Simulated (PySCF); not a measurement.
SMILES [In]([F])([F])[SiH3], singlet (B3LYP/def2-SVP optimised geometry):

```
7

In    -1.323    -1.483    -2.133
F     -0.254    -2.140    -3.647
F     -3.202    -1.889    -2.552
Si    -0.480    -0.320     0.000
H     -1.007    -1.072     1.171
H     -1.005     1.072     0.000
H      1.007    -0.320     0.000
```

Level of theory: B3LYP/def2-TZVP, def2 effective core potentials past Kr (PySCF 2.14.0).

Task: What are the frontier orbital energies and the dipole moment?

Result: HOMO-2 -9.80 eV, HOMO-1 -9.68 eV, HOMO -8.69 eV, LUMO -2.26 eV, LUMO+1 -2.26 eV; dipole moment 5.06 D.

On the same geometry PBE/def2-TZVP, def2 effective core potentials past Kr run with PySCF 2.14.0 gives HOMO-2 -8.17 eV, HOMO-1 -8.04 eV, HOMO -7.58 eV, LUMO -2.81 eV, LUMO+1 -2.68 eV; dipole moment 4.77 D.
